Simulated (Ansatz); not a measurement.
Results of the Gaussian-basis code of Ansatz.

A structure relaxed at PBE0-D4/def2-TZVP, charge 0, multiplicity 1:

```
atom   x (Å)   y (Å)   z (Å)
 Cl1   1.284   2.255  -0.066
 Si2   0.712   0.315  -0.393
  C3  -0.238  -0.613   0.803
  C4  -0.987  -0.217  -0.237
  H5   1.692  -0.273  -1.322
  H6  -0.431  -1.157   1.720
  H7  -2.033  -0.310  -0.505
```

Q: Give its formula and SMILES.

A: C2H3ClSi, `Cl[SiH]1C=C1`.

Q: Point group (tolerance 0.08 Å, 0.16 Å for H)?

A: Cs.

Q: Summarise the bond lengths by kind.

A: 1 × Cl–Si 2.048 Å; 2 × C–Si 1.787 Å; 1 × H–Si 1.473 Å; 1 × C–C 1.341 Å; 2 × C–H 1.083 Å.
